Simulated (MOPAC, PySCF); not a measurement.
Ligands exchanged one at a time, Al CH3-H. All species are isolated molecules in the gas phase. Strings in code marks are SMILES.

Quantity: vertical ionisation energy (energy after one electron is removed minus that of the parent at the parent's geometry), in eV.

Level 1: B3LYP/6-31G* // B3LYP-D3(BJ)/def2-TZVP (PySCF)
Level 2: minus the HOMO energy of AM1 // B3LYP-D3(BJ)/def2-TZVP (MOPAC)
Level 3: minus the HOMO energy of B3LYP/6-31G* // B3LYP-D3(BJ)/def2-TZVP (PySCF)
Level 4: minus the HOMO energy of HF/6-31G* // B3LYP-D3(BJ)/def2-TZVP (PySCF)

```json
[
 {"species": "`[CH3][AlH2]`", "level 2": "10.67", "level 3": "7.69", "level 4": "11.07"},
 {"species": "`[AlH3]`", "level 2": "11.04", "level 3": "8.37", "level 4": "11.71"},
 {"species": "`[CH3][AlH][CH3]`", "level 2": "10.44", "level 3": "7.29", "level 4": "10.71"}
]
```

What does level 1 give for each, and how far do the other levels lie from it on average?


- `[CH3][AlH2]`: 10.31
- `[AlH3]`: 11.23
- `[CH3][AlH][CH3]`: 9.71
Mean absolute difference from level 1, which has limits of its own, over these rows (drawn at random from the members that have all these levels): level 2 0.427 eV, level 3 2.64 eV, level 4 0.75 eV.
